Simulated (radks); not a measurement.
Results of a calculation; reference values are marked as such.
Question: S2+, configuration [Ne] 3s2 3p(up 2, down 0). Level of theory: scalar-relativistic Kohn-Sham, PBE, spin-polarised, spherical densities, finite nucleus; Fermi nuclear charge, rms radius 3.2611 fm (a radial shooting solver on a logarithmic mesh with Libxc functionals). Some entries of the table are withheld. Estimate them.

| orbital | occ. | eigenvalue (eV) | <r^2> (bohr^2) | r(max) (bohr) |
|---|---|---|---|---|
| 1s up | 1 | -2432.344 | 0.01263 | 0.06330 |
| 1s down | 1 | -2432.003 | 0.01263 | 0.06329 |
| 2s up | 1 | -237.4071 | 0.2726 | 0.3880 |
| 2s down | 1 | -237.0643 | 0.2722 | 0.3881 |
| 2p up | 3 | -182.3423 | 0.2440 | 0.3254 |
| 2p down | 3 | -181.8705 | 0.2437 | 0.3257 |
| 3s up | 1 | -40.4746 | 2.837 | 1.370 |
| 3s down | 1 | -37.7244 | 2.873 | 1.362 |
| 3p up | 2 | -29.0063 | (1) | 1.493 |
| 3p down | 0 | -26.3545 | (2) | 1.492 |

Answer: 
(1) 3p up <r^2> (bohr^2): 3.574
(2) 3p down <r^2> (bohr^2): 3.709
